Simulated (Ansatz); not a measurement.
Species: H$_{3}$Ga, SMILES `[GaH3]` (charge 0, multiplicity 1), formula H$_{3}$Ga.

### Question
How many basis functions does frozen-core CCSD(T)/cc-pVTZ // PBE0-D4/def2-TZVP (Ansatz, an electronic-structure program) use, how many core orbitals are frozen, and how many electrons are correlated?

### Answer
85 basis functions and 9 frozen orbitals, which leaves 16 correlated electrons (filled d shells below the valence shell are correlated). Core time is of the order of seconds.
